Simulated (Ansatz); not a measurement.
Born–Oppenheimer molecular dynamics of ClGaH2 (4 atoms, charge 0, multiplicity 1). It starts at the highest image of a converged band, a first-order saddle point between two minima.

All numbers below come from RKS PBE0/def2-SVP in Ansatz.

- ensemble: NVE (velocity Verlet)
- time step: 0.5 fs
- steps asked: 200
- starting velocities drawn for: 300 K
- seed: 9524

Frames 0.5 fs apart, positions in Å.

Velocities at 40.0 fs (Å/ps):

```
Ga -1.69 -0.04 -3.46
Cl 2.88 -0.19 4.16
H 14.03 5.32 65.62
H 1.89 4.20 27.72
```

```xyz
4
Properties=species:S:1:pos:R:3 time_fs=40.0 energy_less_start_eV=-0.301 T=1465
Ga 0.230 0.001 -0.593
Cl 1.310 -0.002 1.824
H 2.594 -0.020 1.412
H -1.158 0.008 0.389
4
Properties=species:S:1:pos:R:3 time_fs=40.5 energy_less_start_eV=-0.313 T=1510
Ga 0.230 0.001 -0.594
Cl 1.312 -0.002 1.826
H 2.599 -0.017 1.445
H -1.157 0.010 0.403
4
Properties=species:S:1:pos:R:3 time_fs=41.0 energy_less_start_eV=-0.326 T=1562
Ga 0.229 0.001 -0.596
Cl 1.313 -0.002 1.828
H 2.601 -0.015 1.480
H -1.155 0.012 0.416
4
Properties=species:S:1:pos:R:3 time_fs=41.5 energy_less_start_eV=-0.340 T=1613
Ga 0.228 0.001 -0.598
Cl 1.315 -0.003 1.831
H 2.600 -0.012 1.516
H -1.153 0.014 0.429
4
Properties=species:S:1:pos:R:3 time_fs=42.0 energy_less_start_eV=-0.350 T=1654
Ga 0.227 0.001 -0.600
Cl 1.317 -0.003 1.833
H 2.597 -0.009 1.552
H -1.151 0.016 0.441
4
Properties=species:S:1:pos:R:3 time_fs=42.5 energy_less_start_eV=-0.356 T=1678
Ga 0.226 0.001 -0.601
Cl 1.319 -0.003 1.835
H 2.593 -0.006 1.589
H -1.147 0.018 0.452
4
Properties=species:S:1:pos:R:3 time_fs=43.0 energy_less_start_eV=-0.357 T=1681
Ga 0.225 0.001 -0.603
Cl 1.321 -0.003 1.837
H 2.588 -0.004 1.626
H -1.143 0.021 0.463
4
Properties=species:S:1:pos:R:3 time_fs=43.5 energy_less_start_eV=-0.353 T=1666
Ga 0.224 0.001 -0.605
Cl 1.322 -0.003 1.839
H 2.584 -0.001 1.663
H -1.138 0.023 0.473
4
Properties=species:S:1:pos:R:3 time_fs=44.0 energy_less_start_eV=-0.347 T=1643
Ga 0.223 0.001 -0.607
Cl 1.324 -0.003 1.841
H 2.582 0.002 1.699
H -1.132 0.025 0.482
4
Properties=species:S:1:pos:R:3 time_fs=44.5 energy_less_start_eV=-0.341 T=1621
Ga 0.222 0.001 -0.608
Cl 1.326 -0.003 1.843
H 2.581 0.005 1.736
H -1.125 0.027 0.491
4
Properties=species:S:1:pos:R:3 time_fs=45.0 energy_less_start_eV=-0.339 T=1612
Ga 0.221 0.001 -0.610
Cl 1.328 -0.003 1.845
H 2.583 0.007 1.772
H -1.118 0.029 0.499
4
Properties=species:S:1:pos:R:3 time_fs=45.5 energy_less_start_eV=-0.341 T=1619
Ga 0.220 0.001 -0.612
Cl 1.329 -0.003 1.848
H 2.588 0.010 1.807
H -1.109 0.031 0.506
```

Of the whole run (100 fs, mean temperature of the second half 1288 K): The conserved energy stayed within 0.11 meV per atom of its start (net change -0.054 meV per atom), so the integration is sound. The system heated up, since it started high on the potential surface and ran downhill. A run of 0.1 ps of so small a system gives no equilibrium averages. The orbitals stay closed-shell, which can raise the energy where a bond breaks towards radicals; this wasn't checked here.

Run time: 2.6 min on 1 thread of Intel(R) Xeon(R) 6975P-C (Granite Rapids), on a shared host, peak memory 0.13 GiB.
